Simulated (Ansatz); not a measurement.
```yaml
crystal:
  periodic: [false, false, false]
  atoms:
    - {symbol: O, position_ang: [-0.656843, 1.445468, 0.310478]}
    - {symbol: C, position_ang: [0.217845, 0.473993, 0.755088]}
    - {symbol: Cl, position_ang: [0.329949, 0.504935, 2.561884]}
    - {symbol: O, position_ang: [-0.139543, -0.787248, 0.401469]}
    - {symbol: Sb, position_ang: [-0.544955, -1.062265, -1.542676]}
    - {symbol: H, position_ang: [-1.506957, 1.302151, 0.745054]}
    - {symbol: H, position_ang: [1.209119, 0.764148, 0.394331]}
    - {symbol: H, position_ang: [0.818050, -0.171100, -2.088146]}
    - {symbol: H, position_ang: [0.361933, -2.516183, -1.554685]}
basis:
  gaussian: {orbitals: def2-TZVPP, final_grid: {core_spheres: 5, valence_spheres: 4, degree: 11}}
total_charge: 1
magnetization: {spin_polarized: true, initial_magnetization: 1}
hamiltonian: {xc: {name: wB97X}}
output: {forces: true}
```

```sh
$ ansatz run in.yaml --threads 4 --pin off --events-out ev --progress --plain --max-ram 10444MiB
```

It prints (some lines left out):

```
Functional definition: wB97X
1464 factors; their error is unknown
298 factors; integrals over basis functions are off by at most 1.8e-5 eV
mean field evaluation 1: about -24235.8795 eV, gradient 6.0e1 eV
mean field evaluation 2: about -24212.3702 eV, gradient 9.6e1 eV
mean field evaluation 4: about -24248.6222 eV, gradient 7.4e0 eV
mean field evaluation 8: about -24248.8505 eV, gradient 4.1e-1 eV
mean field evaluation 16: about -24248.7090 eV, gradient 1.8e-2 eV
mean field evaluation 32: about -24248.7090 eV, gradient 6.0e-5 eV
mean field -24248.70897774 eV, -891.1236185667 hartree, gradient 7.9e-6 eV, S^2 0.761495; 6 other end points of the search recorded, 0 dependent functions left out
reference -24248.70894332 eV, -891.1236173018 hartree; 33, 32 occupied and 208, 209 virtual orbitals, 1464 factors
Total energy: -24248.70894332 eV, -891.1236173018 hartree
Atom 0 at    -0.656843     1.445468     0.310478 Å, force    -0.155277    -0.844118    -0.408629 eV/Å
Atom 1 at     0.217845     0.473993     0.755088 Å, force     0.748509     2.435816     2.113629 eV/Å
Atom 2 at     0.329949     0.504935     2.561884 Å, force    -0.058151    -0.162365    -0.880986 eV/Å
Atom 3 at    -0.139543    -0.787248     0.401469 Å, force    -0.844233    -1.529449    -1.887959 eV/Å
Atom 4 at    -0.544955    -1.062265    -1.542676 Å, force     1.656575    -0.052047     1.059698 eV/Å
Atom 5 at    -1.506957     1.302151     0.745054 Å, force    -0.018441     0.294782     0.170445 eV/Å
Atom 6 at     1.209119     0.764148     0.394331 Å, force    -0.065196    -0.204880    -0.035096 eV/Å
Atom 7 at     0.818050    -0.171100    -2.088146 Å, force    -0.585282     0.297165    -0.145394 eV/Å
Atom 8 at     0.361933    -2.516183    -1.554685 Å, force    -0.678504    -0.234904     0.014293 eV/Å
Dipole moment:    -0.242405    -0.427280    -1.099077 e Å
```

Run time 29 s (4 threads of an Arm Neoverse V1 on a shared host); peak host memory 1.4 GiB.
